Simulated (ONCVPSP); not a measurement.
# An all-electron radial function and its pseudo partner (boron)

Columns: radius, all-electron u(r) and pseudo u(r) of the 2s shell (level -31.28 eV) of boron in the configuration [He] 2s1; PBEsol, scalar-relativistic, ONCV scheme, ONCVPSP 4.0.1.

| r (bohr) | all-electron | pseudo |
| --- | --- | --- |
| 0.050 | -0.2108 | 0.0342 |
| 0.100 | -0.3226 | 0.0689 |
| 0.150 | -0.3648 | 0.1034 |
| 0.200 | -0.3585 | 0.1360 |
| 0.250 | -0.3189 | 0.1653 |
| 0.300 | -0.2569 | 0.1914 |
| 0.350 | -0.1810 | 0.2164 |
| 0.400 | -0.0970 | 0.2424 |
| 0.450 | -0.0094 | 0.2705 |
| 0.500 | 0.0785 | 0.3003 |
| 0.550 | 0.1644 | 0.3307 |
| 0.600 | 0.2468 | 0.3620 |
| 0.650 | 0.3244 | 0.3960 |
| 0.700 | 0.3965 | 0.4349 |
| 0.750 | 0.4626 | 0.4795 |
| 0.800 | 0.5227 | 0.5283 |
| 0.850 | 0.5766 | 0.5778 |
| 0.900 | 0.6246 | 0.6247 |
| 0.950 | 0.6669 | 0.6669 |
| 1.000 | 0.7035 | 0.7035 |
| 1.050 | 0.7346 | 0.7346 |
| 1.100 | 0.7604 | 0.7604 |
| 1.150 | 0.7812 | 0.7812 |
| 1.200 | 0.7973 | 0.7973 |
| 1.250 | 0.8090 | 0.8090 |
| 1.300 | 0.8166 | 0.8165 |

Q: How many radial nodes do the two functions have?

A: The all-electron 2s function has n − l − 1 = 1; the pseudo-wave has 0, since the states of the same l below it are removed with the core.

Q: At about which radius was the pseudo-wave matched?

A: 1.00 bohr. The columns agree to 0.0005 from 0.90 bohr on; several derivatives are matched, so the curves merge somewhat inside the radius.

Q: Is the pseudo-wave norm-conserving?

A: Yes: the ONCV scheme keeps the norm inside the radius equal to the all-electron one, which fixes the energy derivative of the logarithmic derivative at the level.
